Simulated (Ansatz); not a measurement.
Calculated with Ansatz (gas phase, PBE0-D4/def2-TZVP geometries, no zero-point term in ΔE). CBS: MP2 limit from def2 TZ/QZ plus the TZ coupled-cluster correction, frozen cores. This one scheme is used for every species. Functionals use def2-TZVPP. B3LYP here is the variant with VWN-RPA as its local correlation; programs differ in this. For Br outer-core shells are correlated without core-valence functions, which leaves a few kJ/mol of doubt a bond. Scalar relativity is left out up to krypton. One conformer a species, not always the lowest.

Reaction (ligand exchange at a B–Br bond): `FB([SiH3])Br` + CH₃SH → `CSB(F)[SiH3]` + HBr

`FB([SiH3])Br`:

Z-matrix (Å, degrees):
```
Si
B 1 2.027
H 1 1.487 2 108.5
H 1 1.487 2 108.5 3 118.0
H 1 1.486 2 111.9 3 -121.0
Br 2 1.923 1 119.6 3 -58.9
F 2 1.313 1 123.6 3 121.1
```

CH₃SH:

Z-matrix (Å, degrees):
```
C
S 1 1.806
H 1 1.089 2 111.5
H 1 1.089 2 111.5 3 -123.8
H 1 1.090 2 106.2 3 118.1
H 2 1.342 1 97.1 3 61.9
```

`CSB(F)[SiH3]`:

```xyz
11

C     1.598   -0.196    0.811
S     1.185   -1.430   -0.446
B    -0.434   -0.917   -1.007
F    -0.985   -1.674   -1.954
Si   -1.435    0.704   -0.296
H     0.909   -0.250    1.651
H     1.598    0.808    0.388
H     2.603   -0.430    1.161
H    -0.648    1.945   -0.546
H    -2.767    0.846   -0.939
H    -1.623    0.594    1.178
```

HBr:

Cartesian coordinates in Å:
```
Br -0.485 0.072 0.514
H 0.485 -0.072 -0.514
```

CCSD(T)/CBS gives +0.03 eV.

**Question.** Another level gave +0.02 eV. Which?
A. PBE-D4/def2-TZVPP
B. B3LYP/def2-TZVPP
C. ωB97X-V/def2-TZVPP
D. HF/def2-TZVPP

**Answer.** C. ωB97X-V 0.02, B3LYP 0.07, PBE-D4 -0.05, HF/def2-TZVPP 0.18 eV.

Largest T1 diagnostic among the species: 0.014.

In def2-TZVPP, CCSD(T) changes the Hartree–Fock value by −0.16 eV (the triples alone add −0.03 eV) and MP2 by −0.15 eV. The D4 term adds −0.07 eV with B3LYP and −0.04 eV with PBE0; it sums over pairs of atoms, weighted by their polarisabilities, and B3LYP, whose exchange is more repulsive, gets the larger term.
